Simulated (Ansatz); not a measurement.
```yaml
crystal:
  periodic: [false, false, false]
  atoms:
    - {symbol: C, position_ang: [0.078786, -1.031537, 0.450288]}
    - {symbol: C, position_ang: [0.097836, 0.015730, -0.014532]}
    - {symbol: C, position_ang: [0.907982, 0.245446, -0.051672]}
    - {symbol: C, position_ang: [-0.266121, -0.147026, -0.903008]}
    - {symbol: O, position_ang: [-0.381080, 0.508082, 0.321187]}
    - {symbol: Mg, position_ang: [-1.265689, 1.538900, 0.935490]}
    - {symbol: H, position_ang: [0.301904, -1.441858, 0.237036]}
    - {symbol: H, position_ang: [-0.644496, -1.032887, 0.545113]}
    - {symbol: H, position_ang: [0.272038, -0.791345, 1.061217]}
    - {symbol: H, position_ang: [1.103957, 1.006611, -0.407134]}
    - {symbol: H, position_ang: [1.318481, -0.286991, -0.341172]}
    - {symbol: H, position_ang: [1.106485, 0.416720, 0.504875]}
    - {symbol: H, position_ang: [-0.183295, 0.321235, -1.401171]}
    - {symbol: H, position_ang: [0.171618, -0.661430, -1.301147]}
    - {symbol: H, position_ang: [-0.871351, -0.451055, -0.969575]}
    - {symbol: H, position_ang: [-1.971053, 2.288232, 1.410312]}
basis:
  gaussian: {orbitals: def2-SVPD}
total_charge: 1
magnetization: {spin_polarized: true, initial_magnetization: 1}
hamiltonian: {xc: {name: CAM-B3LYP}}
accuracy: high
output: {forces: true}
```

```sh
$ ansatz run in.yaml --threads 4 --pin off --events-out ev --progress --plain --max-ram 11315MiB
```

Shortened log:

```
Functional definition: CAM-B3LYP
3553 factors; integrals over basis functions are off by at most 3.5e-9 eV
658 factors; integrals over basis functions are off by at most 2.1e-9 eV
mean field evaluation 1: about -11533.0787 eV, gradient 1.5e2 eV
mean field evaluation 2: about -10814.2302 eV, gradient 3.7e2 eV
mean field evaluation 4: about -11611.3221 eV, gradient 4.0e1 eV
mean field evaluation 8: about -11617.9599 eV, gradient 5.6e-1 eV
mean field evaluation 16: about -11618.4923 eV, gradient 6.2e-3 eV
mean field evaluation 32: about -11618.4923 eV, gradient 9.4e-7 eV
mean field -11618.49231711 eV, -426.9717173567 hartree, gradient 4.5e-8 eV, S^2 0.751440; 2 other end points of the search recorded, 0 dependent functions left out
reference -11618.49233912 eV, -426.9717181658 hartree; 27, 26 occupied and 177, 178 virtual orbitals, 3553 factors
Total energy: -11618.49233912 eV, -426.9717181658 hartree
Atom 0 at     0.078786    -1.031537     0.450288 Å, force   -46.801996    69.319061    32.151891 eV/Å
Atom 1 at     0.097836     0.015730    -0.014532 Å, force    23.720623  -139.504693   -33.307394 eV/Å
Atom 2 at     0.907982     0.245446    -0.051672 Å, force   106.216225    34.113225   -57.136556 eV/Å
Atom 3 at    -0.266121    -0.147026    -0.903008 Å, force    -3.233385   -10.725925   -29.551686 eV/Å
Atom 4 at    -0.381080     0.508082     0.321187 Å, force  -141.107454   140.913615    97.435573 eV/Å
Atom 5 at    -1.265689     1.538900     0.935490 Å, force     0.160154     0.744168     0.051020 eV/Å
Atom 6 at     0.301904    -1.441858     0.237036 Å, force    64.921026  -118.492384   -61.150168 eV/Å
Atom 7 at    -0.644496    -1.032887     0.545113 Å, force   -37.221803    -4.962078     5.299011 eV/Å
Atom 8 at     0.272038    -0.791345     1.061217 Å, force    15.534607    12.951414    46.530913 eV/Å
Atom 9 at     1.103957     1.006611    -0.407134 Å, force     4.456021    13.966801    -7.951828 eV/Å
Atom 10 at     1.318481    -0.286991    -0.341172 Å, force    24.407636   -24.711400   -14.800929 eV/Å
Atom 11 at     1.106485     0.416720     0.504875 Å, force    28.310329    20.291973    70.543496 eV/Å
Atom 12 at    -0.183295     0.321235    -1.401171 Å, force     4.313442    35.852280   -35.707201 eV/Å
Atom 13 at     0.171618    -0.661430    -1.301147 Å, force    14.597716   -18.397568   -14.209519 eV/Å
Atom 14 at    -0.871351    -0.451055    -0.969575 Å, force   -47.962916   -22.326316    -5.145393 eV/Å
Atom 15 at    -1.971053     2.288232     1.410312 Å, force   -10.310226    10.967828     6.948770 eV/Å
Dipole moment:     0.141075    -0.090176    -0.161913 e Å
```

(1) What is wrong with this run?

Results:

(1) The geometry is squeezed to about two thirds of its size. Self-consistency was reached. The result belongs to that input, not to the molecule as meant.
